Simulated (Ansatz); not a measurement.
Input for Ansatz (a quantum-chemistry and plane-wave program): U-B2PLYP/def2-TZVPP on I3Sn (SMILES [I][Sn]([I])[I]). Elements past Kr take the def2 small-core potentials; no spin–orbit coupling.

Ansatz 0.2 input:
```yaml
crystal:
  periodic: [false, false, false]
  atoms:
    - {symbol: Sn, position_ang: [-0.00203840, -0.00203287, -0.70551849]}
    - {symbol: I, position_ang: [2.58033481, -0.00932886, 0.22750910]}
    - {symbol: I, position_ang: [-1.28049026, 2.23952623, 0.23260317]}
    - {symbol: I, position_ang: [-1.29780614, -2.22816450, 0.24550622]}
basis:
  gaussian:
    orbitals: def2-TZVPP
hamiltonian:
  xc: {name: B2PLYP}
magnetization: {spin_polarized: true, initial_magnetization: 1}
correlation: {electrons: outside_noble_gas}
```

### Question
Predict the final total energy.

### Answer
-1106.4590 hartree.

### Question
How many basis functions does it have, and what does it roughly cost on one machine?

### Answer
200 functions; about 26 core-seconds (a rough figure).
